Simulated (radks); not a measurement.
Results of a calculation; reference values are marked as such.
Effect of the nuclear size on the neodymium ion Nd+, [Xe] 4f4 6s1. Code: a radial shooting solver on a logarithmic mesh with Libxc functionals. Model: Dirac Kohn-Sham, PBE, spin-unpolarised, spherical densities, finite nucleus; open shells are shared between the two j in proportion to 2j + 1; Fermi nuclear charge, rms radius 4.9123 fm. The rms radius is varied about that value; shifts are against it.

[
 {"rms radius (fm)": "4.1509", "total energy shift (eV)": "-3.73", "density at nucleus (e/bohr^3)": "4.709e+05", "1s1/2 shift (meV)": "-1540", "2s1/2 shift (meV)": "-192", "5s1/2 shift (meV)": "-1.43", "5p1/2 shift (meV)": "0.140", "6s1/2 shift (meV)": "-0.137", "4f7/2 shift (meV)": "0.253"},
 {"rms radius (fm)": "4.4211", "total energy shift (eV)": "-2.46", "density at nucleus (e/bohr^3)": "4.644e+05", "1s1/2 shift (meV)": "-1020", "2s1/2 shift (meV)": "-127", "5s1/2 shift (meV)": "-0.946", "5p1/2 shift (meV)": "0.092", "6s1/2 shift (meV)": "-0.091", "4f7/2 shift (meV)": "0.167"},
 {"rms radius (fm)": "4.9123", "total energy shift (eV)": "0", "density at nucleus (e/bohr^3)": "4.536e+05", "1s1/2 shift (meV)": "0.000", "2s1/2 shift (meV)": "0.000", "5s1/2 shift (meV)": "0.000", "5p1/2 shift (meV)": "0.000", "6s1/2 shift (meV)": "0.000", "4f7/2 shift (meV)": "0.000"},
 {"rms radius (fm)": "5.2758", "total energy shift (eV)": "1.95", "density at nucleus (e/bohr^3)": "4.465e+05", "1s1/2 shift (meV)": "808", "2s1/2 shift (meV)": "101", "5s1/2 shift (meV)": "0.750", "5p1/2 shift (meV)": "-0.073", "6s1/2 shift (meV)": "0.072", "4f7/2 shift (meV)": "-0.132"},
 {"rms radius (fm)": "5.5755", "total energy shift (eV)": "3.64", "density at nucleus (e/bohr^3)": "4.41e+05", "1s1/2 shift (meV)": "1510", "2s1/2 shift (meV)": "188", "5s1/2 shift (meV)": "1.40", "5p1/2 shift (meV)": "-0.136", "6s1/2 shift (meV)": "0.134", "4f7/2 shift (meV)": "-0.247"}
]

Slopes of the eigenvalues against <r^2> in GHz/fm^2, as finite differences over the two radii next to the reference (eigenvalue slopes, not the field-shift constants of lines): 1s1/2 53300, 2s1/2 6640, 5s1/2 49.5, 5p1/2 -4.82, 6s1/2 4.74, 4f7/2 -8.74.
